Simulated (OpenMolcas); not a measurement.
A calculation on B+.

```json
{"Program": "OpenMolcas", "Method": "CASSCF", "Basis": "ANO-RCC-VTZP [4s3p2d1f]", "Scalar Hamiltonian": "DKH2, point nucleus", "Active space": "2 electrons in 4 orbitals (2s 2p)", "State averaging": "2S+1 = 3 even, 3 roots; 2S+1 = 1 even, 7 roots kept (CI in the orbitals of an earlier block); 2S+1 = 3 odd, 3 roots; 2S+1 = 1 odd, 3 roots kept (CI in the orbitals of an earlier block)", "Spin-orbit coupling": "RASSI with atomic mean-field integrals over the reference wave functions, term energies averaged over their components"}
```

(1) Which level of the active space comes out lowest?

(2) How high does 2p² ³P₁ lie?

(3) How high does 2s 2p ³P°₁ lie?

(4) How high does 2s 2p ¹P°₁ lie?

Measured values: NIST Handbook of Basic Atomic Spectroscopic Data.

Results:

(1) 2s² ¹S₀, with 100 % of that term; it is also the measured ground level.

(2) 98830 cm⁻¹ above the lowest level; measured 98920 cm⁻¹ above the ground level, so the calculation is off by 0 %.

(3) 36126 cm⁻¹ above the lowest level; measured 37342 cm⁻¹ above the ground level, so the calculation is off by -3 %.

(4) 83451 cm⁻¹ above the lowest level; measured 73397 cm⁻¹ above the ground level, so the calculation is off by +14 %.

Without dynamic correlation excited terms often stand tens of per cent too high (terms of higher spin than the ground term too low), and those without a measured partner can miss by more than the paired ones. Terms from blocks run as CI alone lack orbitals of their own. Measured partners are found by configuration, term and J. A level has none where our copy of the source lacks it or the pairing is in doubt (some pairs that miss far off the trend of their configuration count as doubtful), and it then counts in no deviation. Only configurations of the active space appear.

° marks odd parity.
